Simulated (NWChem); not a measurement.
Electron attachment to Br$_{2}$ (+1)

```xyz
2

Br     0.0000     0.0000     1.1192
Br     0.0000     0.0000    -1.1192
```
Charge +1, spin multiplicity 2.

Everything below was run with NWChem. The geometry was optimised at UB3LYP/def2-SVP, a minimum by its harmonic frequencies.

Basis set: def2-TZVPD. −ε marks an orbital energy of the parent.

The Hamiltonian is non-relativistic. B3LYP has NWChem's definition, with VWN1-RPA local correlation. The spin multiplicity of the parent species was assumed, not shown to be that of its ground state. The structure started from a generated list of species. The unpaired electrons of the parent sit in orbitals of symmetry b3g (D2h labels of the run); other states weren't searched. No SCF solution was tested for a lower state. Open-shell Hartree-Fock references start from PBE0 orbitals.

Q: For the vertical electron affinity, −ε(beta LUMO) of PBE gives 13.76 eV and −ε(beta LUMO) of BP86 gives 13.88 eV. What do −ε(beta LUMO) of B3LYP, −ε(beta LUMO) of r2SCAN, −ε(beta LUMO) of HF give?

A: −ε(beta LUMO) of B3LYP: 13.20 eV; −ε(beta LUMO) of r2SCAN: 13.78 eV; −ε(beta LUMO) of HF: 9.39 eV.
